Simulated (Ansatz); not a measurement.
H₃ClSi (SMILES [SiH3]Cl), singlet, geometry from GFN2-xTB. Base run: CCSD(T)/cc-pVTZ in Ansatz (a program for electronic structure).

Ansatz was given this input:
Ansatz 0.2 input:
```yaml
crystal:
  periodic: [false, false, false]
  atoms:
    - {symbol: Si, position_ang: [-0.96163012, -0.05381301, -0.05939116]}
    - {symbol: Cl, position_ang: [1.04156731, 0.05828632, 0.06432816]}
    - {symbol: H, position_ang: [-1.29966100, -1.05690095, -1.06261280]}
    - {symbol: H, position_ang: [-1.46706558, 1.25750394, -0.44911770]}
    - {symbol: H, position_ang: [-1.47709601, -0.43808816, 1.24962811]}
basis:
  gaussian:
    orbitals: cc-pVTZ
magnetization: {spin_polarized: false}
correlation: {method: ccsd_t}
```

Each row names what was changed in the base input (with any setting that the change needs).

```tsv
change	ΔE vs base (kcal/mol)	MP2 correlation (Eh)	CC correlation without the perturbative part (Eh)	basis functions
base	0.000	-0.31900	-0.35629	110
electrons = all	___	___	___	110
reference functional = pbe0	___	-	___	110
electrons = outside_noble_gas	0.000	-0.31900	-0.35629	110
accuracy = high	0.000	-0.31901	-0.35629	110
method = ccsd	___	-0.31900	-0.35629	110
lower_state_search = off	0.000	-0.31900	-0.35629	110
method = bccd_t	-0.030	-0.31900	-0.35611	110
diis_vectors = 4	0.000	-0.31900	-0.35629	110
diis_vectors = 2	0.000	-0.31900	-0.35629	110
```

### Question
What belongs in the gaps?

### Answer

- electrons = all, ΔE vs base (kcal/mol): -58.81
- electrons = all, MP2 correlation (Eh): -0.41268
- electrons = all, CC correlation without the perturbative part (Eh): -0.44819
- reference functional = pbe0, ΔE vs base (kcal/mol): 2.64
- reference functional = pbe0, CC correlation without the perturbative part (Eh): -0.36477
- method = ccsd, ΔE vs base (kcal/mol): 7.68
